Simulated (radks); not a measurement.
Problem. Sc XVIII, configuration [He] 2s2. Calculated with a radial shooting solver on a logarithmic mesh with Libxc functionals: scalar-relativistic Kohn-Sham, LB94 model potential, spin-polarised, spherical densities, finite nucleus; Fermi nuclear charge, rms radius 3.5459 fm. Some entries of the table are withheld. Estimate them.

orbital  occ.  eigenvalue (eV)  <r> (bohr)
1s          2              (1)         (2)
2s          2              (3)         (4)
2p          0              (5)      0.2610
3s          0        -518.0385         (6)

Solution. 
(1) 1s eigenvalue (eV): -5412.475
(2) 1s <r> (bohr): 0.07234
(3) 2s eigenvalue (eV): -1205.432
(4) 2s <r> (bohr): 0.3060
(5) 2p eigenvalue (eV): -1161.727
(6) 3s <r> (bohr): 0.7070
